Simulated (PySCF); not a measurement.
# How the method changes the constants of HgCl

State: ²Σ⁺ (doublet), unpaired electrons σ ↑. Set-up: PySCF, scalar-relativistic core potentials, basis sets Hg def2-TZVPP with ECP60, Cl def2-TZVPP. De refers to Hg + Cl in their high-spin ground configurations, without counterpoise correction. The functionals are run spin-unrestricted. A positive dipole means Hg(−)Cl(+).

| Level | Re (Å) | ωe (cm⁻¹) | De (eV) | μ (D) | CPU s a point (SCF and correlation, without the integrals) |
| --- | --- | --- | --- | --- | --- |
| UHF | 2.408 | 294 | 0.64 | -3.74 | 2.2 |
| UHF-MP2 | 2.348 | 303 | 0.75 | n/a | 4.1 |
| UHF-SCS-MP2 | 2.370 | 293 | 0.60 | n/a | n/a |
| UHF-CCSD | 2.388 | 284 | 0.75 | n/a | n/a |
| UHF-CCSD(T) | 2.388 | 282 | 0.82 | n/a | 370 |
| PBE | 2.434 | 248 | 1.17 | -2.65 | 2 |
| PBEsol | 2.389 | 270 | 1.38 | -2.50 | 1.2 |
| revPBE | 2.457 | 236 | 1.01 | -2.76 | 1.2 |
| BLYP | 2.498 | 219 | 0.93 | -2.71 | 1.2 |
| r²SCAN | 2.398 | 272 | 1.25 | -2.74 | 2.8 |
| PBE0 | 2.399 | 271 | 1.14 | -2.91 | 4.1 |
| r²SCAN0 | 2.380 | 285 | 1.17 | -2.93 | 4.3 |
| HSE06 | 2.407 | 266 | 1.12 | -2.91 | 3.4 |

Which functional lies closest to UHF-CCSD(T) in De, which farthest, and by how much do they differ from it?

Closest is BLYP (+11.0 pm in Re, -22.3 % in ωe, +0.11 eV in De against UHF-CCSD(T) in the same basis), farthest PBEsol (+0.1 pm in Re, -4.3 % in ωe, +0.56 eV in De). CCSD(T) converges more slowly with the basis than the functionals do and binds too weakly in this one, so the order can change at the basis-set limit.

What does a quarter of exact exchange do here, going from PBE to PBE0?

PBE0 less PBE: -3.5 pm in Re, +9.3 % in ωe, -0.03 eV in De. Exact exchange removes part of the self-interaction that spreads semilocal densities, and in most molecules shortens and stiffens the bond and lowers De; so it does here.

What does the step from GGA to meta-GGA do here, going from PBE to r²SCAN?

r²SCAN less PBE: -3.6 pm in Re, +9.7 % in ωe, +0.08 eV in De. 

Correlated steps freeze 5 core orbitals. Spin–orbit coupling is left out, which matters for elements this heavy, above all for dissociation energies. The state is the lowest determinant that a PBE0 search found; another state may lie lower at other levels.

The whole job (state search and all levels along the bond) took about 29 min on 2 threads of Arm Neoverse V1 (shared host), peak memory 4.2 GiB.
